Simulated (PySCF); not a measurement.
C₂H₃NO₃Si.
Numbering: `[N:1]#[C:2][Si@@H:3]([OH:4])[O:5][CH:6]=[O:7]` (hydrogens: H8 on Si3; H9 on O4; H10 on C6)

A GFN2-xTB structure with every atom displaced at random (by about 0.01 Å) was refined with PBE0-D3(BJ)/def2-SVP geometry optimisation, gas phase in PySCF 2.14.0. Values at the start:

```
  coordinate    start
       N1≡C2  1.119 Å
      C2–Si3  1.862 Å
      Si3–O4  1.580 Å
      Si3–O5  1.699 Å
      Si3–H8  1.441 Å
       O4–H9  0.933 Å
       O5–C6  1.295 Å
       C6=O7  1.195 Å
      C6–H10  1.106 Å
   N1–C2–Si3   178.0°
   C2–Si3–O4   108.6°
   C2–Si3–O5   102.2°
   Si3–O5–C6   126.2°
   O4–Si3–O5   110.4°
    O5–C6–O7   126.1°
C2–Si3–O5–C6    -137°
Si3–O5–C6–O7      -2°
```

Q: How do these coordinates change at the PBE0-D3(BJ)/def2-SVP level?

A: 
```tsv
coordinate	PBE0-D3(BJ)/def2-SVP (Å or °)	change
Si3–O4	1.635	+0.055
N1≡C2	1.159	+0.040
Si3–H8	1.477	+0.036
O5–C6	1.328	+0.033
O4–H9	0.966	+0.033
C2–Si3	1.846	-0.016
Si3–O5	1.712	+0.013
C6=O7	1.203	+0.008
C6–H10	1.108	+0.002
Si3–O5–C6	116.3	-9.9
O5–C6–O7	123.5	-2.6
C2–Si3–O4	106.6	-2.0
O4–Si3–O5	112.3	+1.9
C2–Si3–O5	103.0	+0.8
N1–C2–Si3	178.4	+0.4
C2–Si3–O5–C6	-169	-32
Si3–O5–C6–O7	3	+5
```

The energy falls by 28.4 kJ/mol over 25 energy and gradient evaluations, the largest force component goes from 0.1141 to 4.4e-04 Eh/bohr, and the atoms move by 0.283 Å rms after alignment. The bond that changes most is Si3–O4 (oxygen-bound silicon to silanol oxygen), which lengthens by 0.055 Å. Bonds longer at the end by more than 0.005 Å: 7 of 9; shorter: 1. Among the dihedrals that turn most is O4–Si3–O5–C6, from -22° to -55°. Rotational constants go from 4788, 1434, 1225 to 5169, 1409, 1175 MHz.

The run used 117 basis functions and 187 SCF cycles in all.

PBE0-D3(BJ)/def2-SVP frequencies: not computed here. One conformer, not necessarily the lowest.
